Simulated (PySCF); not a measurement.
## Telling isomers of C6H16N2Si apart by NMR

PySCF 2.14.0 with density-fitted response routines calculation with shielding tensors at PBE0/pcSseg-1 (GIAO) and geometry: GFN2-xTB; non-relativistic Hamiltonian, a single conformation, equivalent nuclei averaged, no solvent.

Shifts are taken against calculated references (same method and geometry level): TMS for $^{1}$H (31.72 ppm), $^{13}$C (186.93 ppm). Where no couplings were computed, multiplicities follow the n + 1 count of equivalent neighbours, and m marks all less simple cases (inequivalent or close neighbours, rings, F or P nearby). Shifts are as computed. Against solution values, carbons near 30 ppm lie about +3 ppm off and those near 130 ppm about +5 ppm. Of 1211 compounds with measured shifts, 218 miss one by over three times the rms of a fit or turn the order of signals round; such compounds aren't used in these exercises. OH and NH positions are gas-phase values without hydrogen bonding to other molecules.

(1) Tabulate the signals of `C=N[Si@H](C(C)C)N(C)C`, `C=CN([SiH3])NC(C)(C)C` and their relative energies.

(2) What is the quickest way to tell C=N[Si@H](C(C)C)N(C)C from C=CN([SiH3])NC(C)(C)C?

## Answers

(1) 
| SMILES | carbon types | δC | δH | E rel. (kcal/mol) |
| --- | --- | --- | --- | --- |
| C=N[Si@H](C(C)C)N(C)C | 1×CH 1×CH2 4×CH3 | 171.6, 39.6, 19.6, 18.4, 15.9 | 8.80 (m, 1H), 8.71 (m, 1H), 4.96 (d, 1H), 2.56 (s, 6H), 1.24 (d, 3H), 1.04 (m, 1H), 0.95 (m, 3H) | 0.0 |
| C=CN([SiH3])NC(C)(C)C | 1×C 1×CH 1×CH2 3×CH3 | 147.8, 91.4, 56.8, 30.8 | 6.14 (m, 1H), 5.10 (m, 1H), 4.91 (s, 3H), 4.22 (m, 1H), 2.05 (br s, 1H), 1.20 (s, 9H) | 32.6 |

Energies are electronic energies at PBE0/pcSseg-1 on these geometries, without zero-point or thermal terms, each for the one conformer computed, which needn't be the lowest.

(2) Count the carbon signals: 5 against 4. The first has a C=N carbon (CH2) at 171.6 ppm, the second an alkene carbon bearing nitrogen (CH) at 147.8 ppm. In the proton spectra the most deshielded non-exchanging signals are 8.80 (m, 1H) and 6.14 (m, 1H).
